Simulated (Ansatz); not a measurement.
Sn₂F₅⁻. Charge -1, multiplicity 1. Geometry B3LYP-D4/def2-SVPD; atoms count from 1.

```xyz
7

Sn    1.7368    0.4001    0.5194
Sn   -1.6787   -0.1093   -0.7806
F     1.5203    0.1906   -1.4949
F     2.8411   -1.2926    0.7664
F    -3.1403   -0.2653    0.6286
F    -0.1375   -0.7150    0.6451
F    -1.1417    1.7915   -0.2840
```

In the def2 sets Sn takes a core potential; there is no spin–orbit coupling. The structure comes from a short search, and lower isomers may exist.

Estimate the Mulliken populations from the PBE0/def2-TZVPD orbitals of Ansatz.


```csv
atom,charge (e)
Sn1,1.24
Sn2,1.24
F3,-0.69
F4,-0.68
F5,-0.68
F6,-0.75
F7,-0.69
```
Mulliken values depend strongly on the basis. With diffuse functions, as here, like atoms can get unlike values, and bond orders can come out too low or too high.

And the Mayer bond orders between heavy atoms (over 0.3)?

Sn1–F3 0.40 (2.04 Å); Sn1–F4 0.41 (2.04 Å); Sn2–F5 0.41 (2.04 Å); Sn2–F7 0.40 (2.04 Å).
